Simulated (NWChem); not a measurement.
System: C5H5N; SMILES C(#N)C(C)=C=C

NWChem input:

```
start job
memory heap 200 mb stack 900 mb global 1100 mb
geometry units angstroms
  C      0.847868    -2.274154     0.000000
  C      0.271129    -1.105439     0.000000
  C     -0.322675     0.075055     0.000000
  C     -1.819881     0.262276     0.000000
  C      0.494986     1.255665     0.000000
  N      1.120155     2.232734     0.000000
  H      1.102267    -2.780828    -0.937692
  H      1.102267    -2.780828     0.937692
  H     -2.136886     0.829539    -0.888526
  H     -2.136886     0.829539     0.888526
  H     -2.328309    -0.710141     0.000000
end
basis spherical
  * library 3-21g
end
dft
  xc b3lyp
  iterations 150
end
driver
  maxiter 120
end
task dft optimize
task dft freq
```

The level has its own optimisation; frequencies are unscaled. Brackets give each atom's bonded neighbours.

Task: Predict the main results of this run. (B3LYP/3-21G.) Quantities: r C–C [C(CC)–C(CHH)] (Å); r C–H [C(CHH)–H(C)] (Å); r C–C [C(CC)–C(CCC)] (Å); r C–C [C(CCC)–C(CHHH)] (Å); highest harmonic frequency (cm⁻¹); lowest (cm⁻¹); zero-point energy (kcal/mol); dipole (D).

Result: 
```yaml
r C–C [C(CC)–C(CHH)] (Å): 1.300
r C–H [C(CHH)–H(C)] (Å): 1.088
r C–C [C(CC)–C(CCC)] (Å): 1.316
r C–C [C(CCC)–C(CHHH)] (Å): 1.529
highest harmonic frequency (cm⁻¹): 3200
lowest (cm⁻¹): 144
zero-point energy (kcal/mol): 52.8
dipole (D): 3.98
```
